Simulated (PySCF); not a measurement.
## Worked example: entropy of an ideal gas

H₅PSi, SMILES P[SiH3].

Geometry: PBE-D3(BJ)/def2-TZVP.

PBE-D3(BJ)/def2-TZVP (PySCF 2.14.0) gives the harmonic wavenumbers 169, 435, 444, 461, 700, 756, 864, 906, 916, 1053, 2154, 2169, 2172, 2320, 2332 cm⁻¹ and the rotational temperatures 2.4367, 0.2634, 0.2624 K. The molar mass is 64.10 g/mol, the symmetry number 1, the spin multiplicity 1.

Task: Work out the entropy at 298.15 K and 1 atm in the rigid-rotor, harmonic-oscillator model.

Result: 
Translation (Sackur–Tetrode at 1 atm): S = R[1.5 ln M + 2.5 ln T − 1.16487] = 160.6 J/(mol K).
Rotation: q = (√π/σ) T^1.5/√(θA θB θC) = 22200, S = R[ln q + 3/2] = 95.7 J/(mol K).
Vibration: with u = 1.4388 ν/T, each mode gives R[u/(e^u − 1) − ln(1 − e^−u)]:
| ν (cm⁻¹) | modes | u | S (J/(mol K)) |
|---|---|---|---|
| 169 | 1 | 0.82 | 10.24 |
| 435 | 1 | 2.10 | 3.52 |
| 444 | 1 | 2.14 | 3.41 |
| 461 | 1 | 2.22 | 3.19 |
| 700 | 1 | 3.38 | 1.28 |
| 756 | 1 | 3.65 | 1.03 |
| 864 | 1 | 4.17 | 0.67 |
| 906 | 1 | 4.37 | 0.57 |
| 916 | 1 | 4.42 | 0.55 |
| 1053 | 1 | 5.08 | 0.32 |
The stiffer modes add less than 0.005 each. Sum 24.8 J/(mol K).
Spin: R ln 1 = 0.0 J/(mol K).
Total 281.1 J/(mol K); the program's own thermochemistry gives 281.1. Translation makes up 57 % and vibration 9 %. Anharmonicity, hindered rotation and orbital degeneracy are left out.
